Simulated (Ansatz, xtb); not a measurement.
**Worked example: CH4 + C2H10Si2 → SiH3(CH3) + C2H8Si**

Species: CH4 (methane) `C`, singlet; C2H10Si2 `CC[SiH2][SiH3]`, singlet; SiH3(CH3) (methylsilane), singlet; C2H8Si `CC[SiH3]`, singlet. The partners trade H for SiH3: C–H and Si–SiH3 bonds give way to C–SiH3 and Si–H.

Shapes, held fixed at every level: PBE0-D4/def2-TZVP. Flexible molecules stand in one conformer, not always the lowest. Programs: Ansatz 0.2.0, xtb 6.7.1. The zero-point and thermal change to 298 K, harmonic and unscaled (PBE0-D4/def2-TZVP), is -5.7 kJ/mol.

At CCSD(T)/CBS estimate; 1 Eh = 2625.50 kJ/mol:

```
  species  energy (Eh)
      CH4   -40.462061
 C2H10Si2  -660.276144
SiH3(CH3)  -330.739164
   C2H8Si  -369.995679
```

Work out ΔH(298 K) of the reaction at this level.


1. Products less reactants: (-330.739164) + (-369.995679) − [(-40.462061) + (-660.276144)] = 0.003362 Eh = +8.8 kJ/mol.
2. With the thermal change: +8.8 + (-5.7) = +3.1 kJ/mol.

Other levels give -0.8 (B2PLYP/def2-TZVPP) to +11.3 kJ/mol (SPW92/def2-TZVPP). No measured value is set beside it here. The CBS estimate extrapolates MP2 from def2-TZVPP and def2-QZVPP and adds CCSD(T) − MP2 in the triple-zeta set, cores frozen.
